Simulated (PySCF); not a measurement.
System: sum formula H3SiO (charge -1, singlet). It need not be the lowest isomer of its formula. Whether it binds its extra electron was not tested at this geometry. 
Structure (B3LYP-D3(BJ)/def2-TZVP (Ansatz) minimum search):
```xyz
5

Si    -0.6220    -0.0865    -0.1202
O      1.1295    -0.1525     0.0756
H     -1.0236     0.4266     1.3021
H     -0.7635     1.3551    -0.7113
H      1.4594     0.6498     0.4882
```
Charge -1, spin multiplicity 1.

Dispersion corrections to the total energy (kcal/mol) from the dftd3 and dftd4 libraries through PySCF: D3(BJ) without and D4 with the three-body term, each with the damping fitted for the functional named.

| functional | D3(BJ) | D4 |
|---|---|---|
| BLYP | -3.14 | -4.63 |
| HSE06 | ? | -1.52 |
| HF | -14.49 | ? |
| r2SCAN | -0.35 | -0.45 |
| B2GP-PLYP | ? | -0.80 |
| CAM-B3LYP | -1.07 | -1.64 |
| PW6B95 | -0.69 | -1.88 |

Question: Some entries are withheld; supply them.

Answer: 
- HSE06, D3(BJ): -0.88
- HF, D4: -8.14
- B2GP-PLYP, D3(BJ): -1.00
